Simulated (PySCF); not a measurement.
Compound: C5H10N2.
Atom-mapped SMILES: `[CH3:1]/[CH:2]=[N:3]/[N:4]=[CH:5]\[CH2:6][CH3:7]` (hydrogens: H8, H9, H10 on C1; H11 on C2; H12 on C5; H13, H14 on C6; H15, H16, H17 on C7)

Structure used (GFN2-xTB), in Å, numbered top down from 1:
```xyz
17
C5H10N2 angstrom
C      3.252   -0.432    0.035
C      2.076    0.342   -0.451
N      1.133    0.634    0.336
N      0.129    1.425    0.147
C     -1.057    1.146   -0.183
C     -1.580   -0.195   -0.608
C     -2.844   -0.564    0.165
H      3.362   -1.349   -0.542
H      3.130   -0.679    1.085
H      4.163    0.152   -0.094
H      2.078    0.642   -1.503
H     -1.763    1.964   -0.137
H     -0.805   -0.949   -0.449
H     -1.810   -0.161   -1.678
H     -2.634   -0.608    1.232
H     -3.622    0.178   -0.003
H     -3.216   -1.534   -0.154
```

Computed with TDDFT B3LYP/def2-SVPD, vertical, gas phase, core orbitals frozen in the response (PySCF).

Frontier orbitals with the atoms that hold most of them (Löwdin shares over 4%, at most four atoms; ? is withheld):

```tsv
orbital	ε (eV)	atoms
HOMO-3	-9.69	C7 20%, C6 20%, N3 10%, H15 9%
HOMO-2	-9.32	N3 18%, N4 17%, C5 13%, C2 12%
HOMO-1	-6.63	?
HOMO	-6.44	N4 37%, N3 19%, C2 18%, C5 9%
LUMO	-0.35	?
LUMO+1	-0.05	N3 22%, C2 22%, N4 15%, C5 12%
LUMO+2	0.72	C7 16%, C5 14%, C6 13%, H14 7%
```

(1) Give the leading atoms of the HOMO-1.

(2) Give the leading atoms of the LUMO.

(3) The HOMO–LUMO gap is 6.09 eV. Where does the response calculation put the lowest singlet, and from which orbitals?

Answers

(1) N3 (bonded to C and N) 38%; N4 (bonded to C and N) 20%; C5 (bonded to C, N and H) 18%; C2 (bonded to C, N and H) 8%. By element: nitrogen 58%, carbon 26% or more.

(2) N4 (bonded to C and N) 22%; N3 (bonded to C and N) 19%; C5 (bonded to C, N and H) 17%; C2 (bonded to C, N and H) 15%. By element: nitrogen 41%, carbon 32% or more.

(3) S1 is at 4.83 eV (f = 0.0094), 1.25 eV below the gap, made of HOMO→LUMO (71%), HOMO-1→LUMO+1 (14%), HOMO→LUMO+1 (11%). Without the coupling terms of the response equations the lowest excitation would equal the gap.

Next come S2 at 5.05 eV (f 0.0023), HOMO-1→LUMO (59%), HOMO-1→LUMO+1 (26%), HOMO→LUMO+1 (13%); S3 at 5.84 eV (f 0.026), HOMO→LUMO+1 (47%), HOMO-1→LUMO (29%), HOMO-1→LUMO+1 (14%); S4 at 6.05 eV (f 0.539), HOMO-1→LUMO+1 (40%), HOMO→LUMO+1 (23%), HOMO→LUMO (22%); S5 at 6.30 eV (f 0.014), HOMO→LUMO+2 (83%).

One conformer stands for the species.
